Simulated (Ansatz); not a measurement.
BI3, SMILES [B-](I)(I)I, charge -1, multiplicity 2.

The structure is a stationary point at r2SCAN-D4/def2-SVPD. The def2 effective core potentials stand for the cores of I; spin–orbit coupling is left out.

Two levels are set side by side: PBE/def2-TZVPD (Ansatz, an electronic-structure program) and CAM-B3LYP/def2-TZVPD (Ansatz). Energy differences of separate SCF runs at the same geometry; the states with an electron removed or added have multiplicity 1. Differences are taken from unrounded values.

```json
[
 {"quantity": "vertical ionisation energy (eV)", "CAM-B3LYP": "2.32", "PBE": "2.09", "PBE minus CAM-B3LYP": "-0.22"}
]
```
